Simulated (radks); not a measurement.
The numbers below are computed, except where a source is named.
Task: Excited configurations of Br+: one electron is placed in a higher orbital outside [Ar] 3d10 4s2 4p3. The ground configuration is [Ar] 3d10 4s2 4p4. Level of theory: scalar-relativistic Kohn-Sham, PBEsol, spin-polarised, spherical densities, point nucleus; open shells are filled with parallel spins first (a radial shooting solver on a logarithmic mesh with Libxc functionals). Excitation = E - E(ground); binding = E(ion) - E, where the ion is the core of charge +2; n* = 2/sqrt(2 binding) in atomic units, and the quantum defect is n - n*.

| outer orbital | excitation (eV) | binding (eV) | n* | quantum defect | eigenvalue (eV) | <r> (bohr) |
|---|---|---|---|---|---|---|
| 5p | 13.754 | 7.503 | 2.693 | 2.307 | -5.810 | 5.263 |
| 5d | 16.688 | 4.570 | 3.451 | 1.549 | -3.489 | 7.942 |
| 6d | 18.413 | 2.845 | 4.374 | 1.626 | -2.247 | 13.68 |
| 7p | 18.612 | 2.646 | 4.535 | 2.465 | -2.136 | 15.84 |

Estimate the row for 6f.

Result: excitation (eV) 19.487; binding (eV) 1.771; n* 5.544; quantum defect 0.456; eigenvalue (eV) -1.388; <r> (bohr) 21.41. The Delta-SCF ionisation energy is 21.258 eV (NIST Atomic Spectra Database: 21.591 eV, measured). Self-interaction in the functional shifts the binding energies and quantum defects, so they are the method's values and not measured ones. Open shells are spherical and high-spin; term and fine-structure splittings are not resolved.
